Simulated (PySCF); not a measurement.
Working with the constants of SnH

UHF-CCSD(T) constants of SnH, ²Π (doublet), unpaired electrons π ↑ (basis Sn x2c-TZVPPall, H x2c-TZVPPall; spin-free X2C with a Gaussian nucleus; PySCF 2.14; masses 119.9022 and 1.0078 u):

```
ωe           : 1727.7 cm⁻¹
ωexe         : 27.9 cm⁻¹
Be           : 5.4004 cm⁻¹
αe           : 0.143 cm⁻¹
De to Sn + H : 2.64 eV
```

Q: What force constant and bond length do these constants imply?

A: Reduced mass μred = 0.99942 u; k = 5.8918×10⁻⁷·μred·ωe² (u, cm⁻¹, mdyn/Å) = 1.76 mdyn/Å; Re = √(16.8576/(μred·Be)) (u, cm⁻¹, Å) = 1.767 Å.

Q: Estimate the centrifugal constant D from the Kratzer relation and find the Dunham coefficient a1.

A: D = 4Be³/ωe² = 0.000211 cm⁻¹; a1 = −1 − αeωe/(6Be²) = -2.41.

Correlated steps freeze 18 core orbitals. These are scalar-relativistic numbers at best; spin–orbit coupling would shift them, the dissociation energy most. The state is the lowest determinant that a PBE0 search found; another state may lie lower at other levels.
